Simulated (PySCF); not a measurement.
# Polarisability and C₆ of Br²⁺ (bromine, charge +2)

[Ar] 3d10 4s1 4p3 4d1, high-spin 6D determinant (an excited configuration). All numbers are calculated (PySCF 2.14, a scalar-relativistic core potential, in aug-cc-pVQZ-PP with one added diffuse shell each of s, p, d, f, g type with ECP10MDF (8s7p6d4f3g, 114 functions)). Coupled (time-dependent) response in atomic units; α is the mean over directions.

| method | mean α (bohr³) | α xx, yy, zz | C₆ (like pair) | S(−4) |
| --- | --- | --- | --- | --- |
| PBE0 | 18.45 | 22.38, 22.38, 10.57 | 91.58 | 308.8 |

S(−4) is the Cauchy moment in α(ω) = α(0) + S(−4) ω² + …

Spin-orbit coupling is absent.

α(iu) at PBE0:

```
u (hartree)  α(iu) (bohr³)
          0          18.45
     0.0500          17.73
      0.100          16.09
      0.200          12.67
      0.300          10.14
      0.500          6.908
      0.750          4.596
       1.00          3.237
       1.50          1.834
       2.00          1.183
       3.00         0.6264
       5.00         0.2784
```

For an ion, C₆ is the dispersion term alone; charge-induced terms of lower order in 1/R come first.

The components differ because the open shell of this determinant is not spherical; for a pure term their mean is the scalar polarisability.

Energies and moments cover only the electrons outside the core potential. The outer electron is Rydberg-like, and this basis confines it to a smaller radius and binds it less than a complete one would.
